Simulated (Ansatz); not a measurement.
Computed with Ansatz on PBE0-D4/def2-TZVP structures; ΔE is electronic, products minus reactants. CCSD(T)/CBS is the MP2 limit (def2-TZVPP, def2-QZVPP) plus CCSD(T) − MP2 in def2-TZVPP, frozen cores. This one scheme is used for every species. DFT in def2-TZVPP. B3LYP here is the variant with VWN-RPA as its local correlation; programs differ in this. def2 core potentials past Kr. For Nb outer-core shells are correlated without core-valence functions, which leaves a few kJ/mol of doubt a bond. One conformer a species, not always the lowest.

Reaction (ligand exchange at the Nb–Cl bond): `[NH]=[Nb]([OH])([OH])[Cl]` + H–F → `[NH]=[Nb]([OH])([OH])[F]` + HCl

CCSD(T)/CBS gives -28.8 kJ/mol.

Problem. Another level gave -45.1 kJ/mol. Which?
A. LC-ωPBE/def2-TZVPP
B. B3LYP/def2-TZVPP
C. SCS-MP2/def2-TZVPP
D. CCSD/def2-TZVPP

Solution. B. B3LYP -45.1, CCSD/def2-TZVPP -36.4, SCS-MP2/def2-TZVPP -27.4, LC-ωPBE -51.2 kJ/mol.

Largest T1 diagnostic among the species: 0.021, so the coupled-cluster value is less sure than usual.

The D4 term adds +5.3 kJ/mol with B3LYP and +3.0 kJ/mol with PBE0; it sums over pairs of atoms, weighted by their polarisabilities, and B3LYP, whose exchange is more repulsive, gets the larger term. Leaving LDA and LC-ωPBE aside and taking each functional with its dispersion term where it has one, the values, not all of them listed here, spread over 18.0 kJ/mol, from CAM-B3LYP-D4 to PBE-QIDH.

CCSD(T)/CBS has its own doubt, a few kJ/mol and more with outer-core shells, so smaller differences from it don't rank the levels.
